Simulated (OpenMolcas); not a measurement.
Fe4+ among 4 point charges of -2 e arranged as a square (D4h), 1.65 Å from the ion.

```
Program             : OpenMolcas
Method              : CASSCF
Basis               : ANO-RCC-VDZP [5s4p2d1f]
Scalar Hamiltonian  : DKH2, point nucleus
Active space        : 4 electrons in 5 orbitals (3d)
State averaging     : 2S+1 = 5 even, 5 roots; 2S+1 = 3 even, 45 roots; 2S+1 = 1 even, 50 roots
Spin-orbit coupling : state interaction with AMFI integrals over the reference wave functions
```

Problem. What is the spin-free ground state (labels of D4, the rotations of D4h)?

Solution. 5B1, 1-fold in its orbital part, 100 % from free-ion D terms; it has the highest spin that d4 allows.

Problem. Where is the first state of the same spin?

Solution. 5B2 at 4940 cm-1 above the ground state.

Problem. What are the lowest two levels with spin-orbit coupling?

Solution. A 1-fold level A1, then a 1-fold level A2 0.1 cm-1 above it. Their leading multiplicities are 5 (100 %) and 5 (100 %).

Problem. What is χT at 300 K, and how does it compare with the textbook value?

Solution. The lowest level has 2S+1 = 5, for which the spin-only value is χT = S(S+1) / 2 = 3.000 cm3 K/mol (g = 2). The computed 2.769 at 300 K differs by -0.231, through orbital momentum, spin-orbit coupling and any other state in reach.

Without dynamic correlation the repulsion within the d shell is too large (B by tens of per cent), so at a given field states of lower spin stand too high. Point charges give a weaker field than real ligands, and real ions of this kind are often low spin; the high spin found here belongs to the model. Point charges carry no covalency, so the field is a model and not that of real ligands. No measured value stands beside these numbers.
